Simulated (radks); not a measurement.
Cr3+, configuration [Ar] 3d3.

All-electron calculation, Dirac Kohn-Sham, PBE, spin-unpolarised, spherical densities, point nucleus; open shells fill j = l - 1/2 first. Program: a radial shooting solver on a logarithmic mesh with Libxc functionals.

Energy parts (hartree):
part                       energy
total                 -1048.57698
kinetic                1061.00634
electron-nucleus      -2474.07937
Hartree                 412.06626
exchange-correlation    -47.57022

Orbitals (lengths in bohr, moments of r in powers of bohr; r(90%) holds 90 % of the orbital's charge):
| orbital | occ. | eigenvalue (hartree) | r(90%) | <1/r> | <r^4> | small-component weight |
|---|---|---|---|---|---|---|
| 1s1/2 | 2 | -217.5331 | 0.113 | 23.88 | 0.00007592 | 7.42e-03 |
| 2s1/2 | 2 | -25.99580 | 0.455 | 5.068 | 0.01805 | 1.33e-03 |
| 2p1/2 | 2 | -22.29341 | 0.424 | 5.007 | 0.01379 | 1.31e-03 |
| 2p3/2 | 4 | -21.97579 | 0.428 | 4.931 | 0.01432 | 1.29e-03 |
| 3s1/2 | 2 | -4.14021 | 1.33 | 1.591 | 1.318 | 2.88e-04 |
| 3p1/2 | 2 | -3.10211 | 1.43 | 1.473 | 1.782 | 2.55e-04 |
| 3p3/2 | 4 | -3.06280 | 1.44 | 1.456 | 1.842 | 2.51e-04 |
| 3d3/2 | 3 | -1.43899 | 1.85 | 1.166 | 5.086 | 1.69e-04 |
| 3d5/2 | 0 | -1.43494 | 1.85 | 1.162 | 5.136 | 1.69e-04 |

The highest occupied level is 3d3/2 at -39.157 eV. The density falls to 0.001 e/bohr^3 at r = 2.79 bohr. Summed over all electrons, <r^2> = 13.31 bohr^2, which gives a Langevin (diamagnetic) susceptibility term of -10.5 x 10^-6 cm^3/mol. For comparison, the ionisation energy in NIST's Atomic Spectra Database is 49.16 eV (semi-empirical). In exact Kohn-Sham theory the highest level is minus the ionisation energy, but local and semilocal functionals leave it too shallow, through self-interaction and a potential that decays too fast; potentials with the right tail come closer.

Beside tabulated values, note that spin-unpolarised runs miss the spin-polarisation part of the exchange energy of open shells.
